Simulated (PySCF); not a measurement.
Computed shifts of a molecule C3H14Si3, PySCF with PBE/pcSseg-1, GIAO, gas phase, atoms alike by connectivity averaged where their shifts nearly agree, in ppm (number of nuclei): ¹³C: 28.8 (1), 23.0 (1), 21.0 (1). ²⁹Si: -61.9 (1), -69.2 (1), -113.0 (1). ¹H: 4.60 (1), 4.28 (3), 3.98 (1), 3.83 (3), 1.49 (3), 1.43 (1), 1.33 (1), 1.08 (1). References: ¹³C against TMS (σ = 182.0 ppm); ²⁹Si against TMS (σ = 335.4 ppm); ¹H against TMS (σ = 31.49 ppm), references at their B3LYP-D3(BJ)/def2-TZVP geometries, non-relativistic. The structure is a stationary point at PBE0-D3(BJ)/def2-SVP. The values are those of a single conformer.

### Question
Which molecule gave these data?
A. CC[Si@H]([SiH3])[SiH2]C
B. C[SiH2]C([SiH3])[SiH2]C
C. C[SiH](C)[Si@@H](C)[SiH3]
D. C[C@H](C[SiH3])[SiH2][SiH3]

### Answer
D, C[C@H](C[SiH3])[SiH2][SiH3]
